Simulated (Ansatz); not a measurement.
`BC1C=N1` + `F[SiH2]N[SiH3]` → `BN([SiH3])[SiH2]F` + `C1=NC1`  (ligand exchange at a B–C bond)

Calculated with Ansatz (gas phase, PBE0-D4/def2-TZVP geometries, no zero-point term in ΔE). CCSD(T)/CBS adds triple-zeta CCSD(T) − MP2 to the extrapolated MP2 energy (def2 sets, frozen cores). This one scheme is used for every species. Functionals use def2-TZVPP. B3LYP here is the variant with VWN-RPA as its local correlation; programs differ in this. One conformer a species, not always the lowest.

| species | B3LYP energy (Eh) |
| --- | --- |
| `BC1C=N1` | -158.18136 |
| `F[SiH2]N[SiH3]` | -737.44118 |
| `BN([SiH3])[SiH2]F` | -762.92201 |
| `C1=NC1` | -132.73420 |

Work out ΔE.

ΔE = (-762.92201) + (-132.73420) − (-158.18136) − (-737.44118) = -0.03367 Eh = -21.1 kcal/mol. CCSD(T)/CBS gives -22.8 kcal/mol.

Largest T1 diagnostic among the species: 0.013.

From PBE to PBE0 (25 % exact exchange), in def2-TZVPP and without D4, ΔE moves by −1.1 kcal/mol. The D4 term adds −1.2 kcal/mol with B3LYP and −0.6 kcal/mol with PBE0; it sums over pairs of atoms, weighted by their polarisabilities, and B3LYP, whose exchange is more repulsive, gets the larger term.
